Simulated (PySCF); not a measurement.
## Magnetisability: `OC[C@@H]([SiH2]NC)[SiH3]`, C3H13NOSi2

Cartesian coordinates in Å; atom numbers follow the order of the lines, from 1:
```xyz
20

C     3.1671   -0.5043   -0.5272
N     1.8069   -0.5731   -0.0504
Si    0.6603    0.6512   -0.4099
C    -0.9097    0.2839    0.6074
Si   -2.3116    1.4897    0.1895
C    -1.3205   -1.1695    0.3923
O    -1.2074   -1.5494   -0.9615
H     3.2691   -0.8370   -1.5658
H     3.8152   -1.1207    0.0986
H     3.5037    0.5281   -0.4681
H     1.4715   -1.5252   -0.0475
H     0.3176    0.8263   -1.8332
H     1.2583    1.9041    0.0653
H    -0.6710    0.4106    1.6657
H    -2.7132    1.3454   -1.2165
H    -3.4836    1.1794    1.0164
H    -1.8764    2.8627    0.4246
H    -0.6455   -1.8403    0.9312
H    -2.3416   -1.3615    0.7568
H    -1.7943   -0.9898   -1.4806
```

Level of theory: GIAO HF/pcSseg-1 magnetisability, rotational g tensor and spin-rotation constants, non-relativistic, gas phase (PySCF). Geometry: GFN2-xTB.

(1) How diamagnetic is it, and how anisotropic?

(2) Split it along the inertial axes a, b, c into diamagnetic and paramagnetic parts about the centre of mass, with the quadrupole moment.

(3) And the rotational g tensor?

Results:

(1) Isotropic -1470 × 10⁻³⁰ J/T², or -88.5 × 10⁻⁶ cm³/mol; principal values -1520, -1469, -1422 × 10⁻³⁰ J/T², anisotropy 85 × 10⁻³⁰ J/T² (root of half the summed squared differences of the principal values). The susceptibility is in cgs units.

(2) 
| axis | χ (10⁻⁶ cm³/mol) | diamagnetic (10⁻⁶ cm³/mol) | paramagnetic (10⁻⁶ cm³/mol) | summed x² of all electrons (Å²) | quadrupole Θ (D Å) |
| --- | --- | --- | --- | --- | --- |
| a | -90.4 | -570.3 | 479.9 | 290.6 | +5.66 |
| b | -86.2 | -1392.7 | 1306.5 | 96.8 | -5.79 |
| c | -89.0 | -1643.4 | 1554.4 | 37.7 | +0.14 |

Anisotropies 2χaa − χbb − χcc = -5.7 and 2χbb − χaa − χcc = +7.1 × 10⁻⁶ cm³/mol. Θ is traceless in Buckingham's convention.

(3) 
```
axis  rotational constant (GHz)        g  nuclear part  electronic part
   a                     2.8429  -0.0315        0.6094          -0.6409
   b                     0.9839  -0.0098        0.5941          -0.6039
   c                     0.8132  -0.0083        0.5855          -0.5938
```
Asymmetric top; isotopes 12C, 1H, 14N, 16O, 28Si; no vibrational averaging.
